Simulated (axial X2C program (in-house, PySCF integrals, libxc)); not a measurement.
**Low determinants of AlSe⁺ at the PBE0 level, spin-free**

All values were computed with an in-house relativistic program for diatomic molecules. Spin-free means the one-electron spin-free X2C Hamiltonian. Basis: Se dyall-cv3z [8s9p6d4f1g], Al dyall-v3z [8s8p2d1f] (cores contracted in-house); Gaussian nuclei, density fitting, unrestricted open shells. Masses: Se 79.917 u, Al 26.982 u.

Search at 2.345 Å (vertical energies from the lowest determinant):

```
ΔE (eV)           state  electrons beyond evenly filled partner blocks  electrons in σ, π, δ, φ
   0.00  M_S = 1, Λ = 1                              σα, π+α, π+β, π-α                23 19 4 0
   0.13  M_S = 0, Λ = 1                              σβ, π+α, π+β, π-α                23 19 4 0
   0.91  M_S = 0, Λ = 0                                   closed shell                22 20 4 0
   0.97  M_S = 1, Λ = 0                                       π+α, π-α                24 18 4 0
   2.07  M_S = 0, Λ = 0                                       π+β, π-α                24 18 4 0
   2.07  M_S = 0, Λ = 2                                       π+α, π+β                24 18 4 0
   3.04  M_S = 1, Λ = 0                                         2 × σα                22 20 4 0
```

Lowest determinant, M_S = 1, Λ = 1 (beyond evenly filled blocks: σα, π+α, π+β, π-α): Re = 2.324 Å, ωe = 348.3 cm⁻¹.

The determinant in row 2 of the search, M_S = 0, Λ = 1 (beyond evenly filled blocks: σβ, π+α, π+β, π-α), was followed along the bond at PBE0; measured from the minimum of the lowest determinant it gives:

Te = 0.122 eV (987 cm⁻¹), Re = 2.303 Å, ωe = 377.1 cm⁻¹.

Question: Compare the bond of the determinant in row 2 with that of the lowest one.

Answer: At PBE0 its Re is 0.021 Å shorter and its force constant, which goes as ωe², is 1.17 times that of the lowest determinant. This determinant mixes spin states, so it has no term energy of its own.

The search compares states at one distance, so a state with another bond length can lie lower; it is not exhaustive and yields mostly the lowest determinant of each block pattern, so other components and higher states of one pattern are missing. These are energies of single determinants, not of spin-adapted states; PBE0 term energies can be off by some tenths of an eV, and the functional has no current term. The lowest determinant need not be the ground state where others lie within half an eV. Row 2 is spin-contaminated (⟨S²⟩ = 1.01 against 0.00), so its values are not those of a pure state.
